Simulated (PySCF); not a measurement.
Input of a run (PBE0-D3(BJ)/def2-SVP geometry optimisation, gas phase (PySCF 2.14.0)), started from GFN2-xTB:
```
{"job": {"xc": "PBE0", "basis": "def2-SVP", "d3": "d3bj", "grid": 1, "maxiter": 40, "kind": "geom"}, "charge": 0, "multiplicity": 1}
K     -1.770610     0.483250    -0.796400
Cl    -0.690080     0.255510     1.690830
K      1.770820    -0.480560     0.796250
Cl     0.689860    -0.258190    -1.690670
```

Output (energies in Eh, forces in Eh/bohr):
```
step   0  E = -2119.37956773  max force = 0.015007
step   1  E = -2119.38433446  max force = 0.005963
step   2  E = -2119.38565901  max force = 0.001777
step   3  E = -2119.38615530  max force = 0.002619
step   4  E = -2119.38635373  max force = 0.002035
step   5  E = -2119.38636928  max force = 0.000701
step   6  E = -2119.38632777  max force = 0.000237
step   7  E = -2119.38635343  max force = 0.000394
step   8  E = -2119.38636239  max force = 0.000553
step   9  E = -2119.38635887  max force = 0.000483
step  10  E = -2119.38636069  max force = 0.000518
step  11  E = -2119.38635982  max force = 0.000501
step  12  E = -2119.38635930  max force = 0.000490
step  13  E = -2119.38635877  max force = 0.000480
step  14  E = -2119.38635824  max force = 0.000469
step  15  E = -2119.38635770  max force = 0.000459
step  16  E = -2119.38635715  max force = 0.000448
step  17  E = -2119.38635660  max force = 0.000438
step  18  E = -2119.38635604  max force = 0.000427
step  19  E = -2119.38635547  max force = 0.000417
step  20  E = -2119.38635489  max force = 0.000406
step  21  E = -2119.38635431  max force = 0.000395
step  22  E = -2119.38635372  max force = 0.000384
step  23  E = -2119.38635312  max force = 0.000373
step  24  E = -2119.38635252  max force = 0.000362
step  25  E = -2119.38635191  max force = 0.000351
step  26  E = -2119.38635130  max force = 0.000340
step  27  E = -2119.38635068  max force = 0.000329
step  28  E = -2119.38635006  max force = 0.000317
step  29  E = -2119.38634943  max force = 0.000306
optimisation converged
```

Problem. Summarise the run.

Solution. The energy falls by 4.3 kcal/mol over 30 energy and gradient evaluations, the largest force component goes from 0.0150 to 3.1e-04 Eh/bohr, and the atoms move by 0.121 Å rms after alignment. Among the bonds, K1–Cl4 and Cl2–K3 change most and about equally (+0.124 to +0.125 Å). Bonds longer at the end by more than 0.005 Å: 4 of 4; shorter: 0. Among the angles that change most is K1–Cl2–K3, from 94.7° to 89.8°. The energy rose by more than 1e-6 Eh at steps 6 and 9. The first step brought 70 % of the lowering.

Problem. What are the final bond lengths?

Solution. K1–Cl2 2.842 Å, K1–Cl4 2.845 Å, Cl2–K3 2.845 Å, K3–Cl4 2.842 Å. Numbering counts from 1 in the input's order; the species is K2Cl2 ((KCl)2 ring).

The run used 84 basis functions and 84 SCF cycles in all.

Stationary, but not proved a minimum. One conformer, not necessarily the lowest.
